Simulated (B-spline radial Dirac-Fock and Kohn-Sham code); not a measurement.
Elastic scattering of 50 eV electrons by the free chlorine atom

The computed values come from an atomic code on a B-spline grid: relativistic (Dirac) partial waves in the static field of the Dirac-Fock atom with Furness-McCarthy exchange, without polarisation or absorption potentials. Below a few hundred eV the neglected polarisation potential matters, most of all at small angles.

Input file task.json (cfg lists n, l and occupation; rrms is the nuclear radius in fm):

```json
{"items": [{
  "Z": 17,
  "q": 0,
  "cfg": [[1, 0, 2], [2, 0, 2], [2, 1, 6], [3, 0, 2], [3, 1, 5]],
  "A": 35,
  "rrms": 3.3654,
  "do": "elastic",
  "energies": [[50, 0]],
  "theta": [0, 1, 2, 3, 5, 7, 10, 15, 20, 25, 30, 40, 50, 60, 70, 80, 90, 100, 110, 120, 130, 140, 150, 160, 170, 180]
}]}
```

Command: `python xray2_run.py task.json out`

| θ (°) | dσ/dΩ (a₀²/sr) | Sherman function |
| --- | --- | --- |
| 0 | 29.5 | 0.000 |
| 1 | 29.4 | 0.000 |
| 2 | 29.3 | 0.000 |
| 3 | 29.1 | 0.000 |
| 5 | 28.5 | 0.000 |
| 7 | 27.7 | 0.000 |
| 10 | 25.9 | 0.000 |
| 15 | 22.1 | 0.001 |
| 20 | 17.8 | 0.001 |
| 25 | 13.6 | 0.001 |
| 30 | 9.79 | 0.002 |
| 40 | 4.19 | 0.003 |
| 50 | 1.17 | 0.006 |
| 60 | 0.106 | -0.002 |
| 70 | 0.313 | -0.017 |
| 80 | 1.08 | -0.007 |
| 90 | 1.74 | -0.004 |
| 100 | 1.87 | -0.003 |
| 110 | 1.41 | -0.002 |
| 120 | 0.683 | -0.003 |
| 130 | 0.159 | -0.011 |
| 140 | 0.212 | -0.011 |
| 150 | 0.910 | -0.003 |
| 160 | 1.97 | -0.001 |
| 170 | 2.91 | -0.001 |
| 180 | 3.28 | 0.000 |

Q: What integrated cross sections go with this distribution?

A: The total elastic cross section is 31.2 a₀², the first transport cross section 14.7 a₀² and the second, weighted with (3/2) sin²θ, 17.3 a₀². The mean deflection is ⟨1 − cos θ⟩ = 0.472, and 23 % of the collisions scatter beyond 90°.

On this grid of angles the cross section has minima near 60°, 130°, from interference among the few low partial waves with large phase shifts.

Phase shifts modulo π (rad) for κ = −1 to −5: 0.303, 1.258, -1.396, 0.439, 0.134.
